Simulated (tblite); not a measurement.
C₄H₉ (SMILES [CH2-]C(C)C), charge -1, singlet, geometry from GFN2-xTB; GFN1-xTB (tblite 0.6.0).

Here is a job for tblite.
```
$ tblite run mol.xyz --method gfn1 --charge -1 --spin 0 --efield 0,0,0.1 --json tblite.json --no-restart

# file mol.xyz
13

C      0.00360706     0.07275878     0.35852744
H      0.01413019    -0.02455558     1.49184561
C      0.00197210     1.48905250    -0.21294948
H     -0.87836911     2.02265113     0.26479170
H      0.89409793     2.01789160     0.24792523
C      1.24251803    -0.68650164    -0.13018073
H      1.27251834    -0.67330054    -1.21910898
H      2.14853428    -0.20354655     0.23586489
H      1.24765967    -1.73021109     0.20964392
C     -1.24843893    -0.67981278    -0.10647724
H     -1.29908454    -0.66639513    -1.19463808
H     -1.25271749    -1.72349693     0.23343705
H     -2.14471882    -0.19201806     0.27671870
```

The log (banner, timings and long lists left out):

```
xTB calculator
 | screened Coulomb repulsion
 | Coulomb electrostatics
 |  * isotropic Klopman-Ohno-Mataga-Nishimoto electrostatics
 |  * onsite third-order electrostatics
 | DFT-D3(BJ) dispersion correction
 | Interactions (1)
 | [1] electric field

halogen bonding energy    0.0000000000000E+00 Eh
repulsion energy          1.6947312897367E-01 Eh
dispersion energy        -3.7993408471948E-03 Eh
interaction energy        0.0000000000000E+00 Eh
number of electrons       2.6000000000000E+01 e
integral cutoff           1.9731147476801E+01 bohr

------------------------------------------------------------
  cycle        total energy    energy error   density error
------------------------------------------------------------
      1     -13.41511651466  -1.3580790E+01   3.8326425E-01
      2     -13.44035391316  -2.5237398E-02   2.2661885E-01
      3     -13.44202000521  -1.6660921E-03   2.5988102E-02
      4     -13.44251682107  -4.9681586E-04   4.3156337E-03
      5     -13.44255629949  -3.9478416E-05   1.1548146E-03
      6     -13.44255761074  -1.3112499E-06   9.7407314E-05
      7     -13.44255762078  -1.0038773E-08   3.5628534E-05
      8     -13.44255762094  -1.6260948E-10   1.1759041E-05
------------------------------------------------------------

electronic energy        -1.3608231409066E+01 Eh
total energy             -1.3442557620939E+01 Eh

Post processing:
 | Mayer-Wiberg bond orders

[Info] JSON dump of results written to 'tblite.json'
```
